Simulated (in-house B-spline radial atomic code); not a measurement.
Inner levels of iodine as electrons are removed. A shift is the extra binding of the orbital against the neutral atom ([Kr] 4d10 5s2 5p5). The density at the nucleus is averaged over the nuclear charge. Computed with a B-spline radial code for spherical atoms: Dirac-Hartree-Fock, average of the configuration, finite nuclei.

```csv
ion,configuration,shift of 4p1/2 (eV),shift of 3s1/2 (eV),shift of 4d3/2 (eV),radius of 4p1/2 (bohr),radius of 3s1/2 (bohr),radius of 4d3/2 (bohr),Σ<r²> (bohr²),change of density at nucleus (bohr⁻³)
I,[Kr] 4d10 5s2 5p5,0,0,0,0.77529,0.31224,0.91276,62.006,-
I+,[Kr] 4d10 5s2 5p4,9.5497,9.6277,9.5477,0.77532,0.31224,0.91147,50.855,8.405
I2+,[Kr] 4d10 5s2 5p3,20.302,20.518,20.286,0.77525,0.31223,0.90947,42.243,18.274
I3+,[Kr] 4d10 5s2 5p2,?,?,?,?,?,?,?,?
I4+,[Kr] 4d10 5s2 5p1,?,?,?,?,?,?,?,?
I5+,[Kr] 4d10 5s2,58.213,59.286,58.07,0.77421,0.31219,0.89977,24.032,54.671
I6+,[Kr] 4d10 5s1,73.672,75.044,73.37,0.77281,0.31221,0.89437,20.18,-25.715
I7+,[Kr] 4d10,89.794,91.542,89.313,0.77122,0.31222,0.88866,16.696,-118.87
I8+,[Kr] 4d9,113.6,118.99,113,0.76413,0.31211,0.86991,15.292,-97.057
I9+,[Kr] 4d8,?,?,?,?,?,?,?,?
I10+,[Kr] 4d7,163.54,177.46,162.83,0.74981,0.31182,0.83663,12.815,-46.685
I11+,[Kr] 4d6,189.59,208.41,188.91,0.74264,0.31164,0.82143,11.712,-18.205
I12+,[Kr] 4d5,216.35,240.46,215.74,0.73551,0.31144,0.80703,10.685,12.405
I13+,[Kr] 4d4,243.77,273.59,243.3,0.72842,0.31121,0.79334,9.7254,45.182
I14+,[Kr] 4d3,271.86,307.76,271.58,0.7214,0.31096,0.78028,8.8257,80.047
I15+,[Kr] 4d2,300.59,342.98,300.56,0.71444,0.31069,0.76779,7.9803,117.05
```

Problem. Fill in the row of I3+.

Solution. shift of 4p1/2 (eV): 32.071; shift of 3s1/2 (eV): 32.494; shift of 4d3/2 (eV): 32.027; radius of 4p1/2 (bohr): 0.77505; radius of 3s1/2 (bohr): 0.31222; radius of 4d3/2 (bohr): 0.90681; Σ<r²> (bohr²): 35.193; change of density at nucleus (bohr⁻³): 29.343.

Problem. Fill in the row of I4+.

Solution. shift of 4p1/2 (eV): 44.737; shift of 3s1/2 (eV): 45.444; shift of 4d3/2 (eV): 44.651; radius of 4p1/2 (bohr): 0.77471; radius of 3s1/2 (bohr): 0.3122; radius of 4d3/2 (bohr): 0.90355; Σ<r²> (bohr²): 29.218; change of density at nucleus (bohr⁻³): 41.515.

Problem. Fill in the row of I9+.

Solution. shift of 4p1/2 (eV): 138.2; shift of 3s1/2 (eV): 147.64; shift of 4d3/2 (eV): 137.52; radius of 4p1/2 (bohr): 0.75698; radius of 3s1/2 (bohr): 0.31198; radius of 4d3/2 (bohr): 0.85274; Σ<r²> (bohr²): 14.004; change of density at nucleus (bohr⁻³): -72.986.
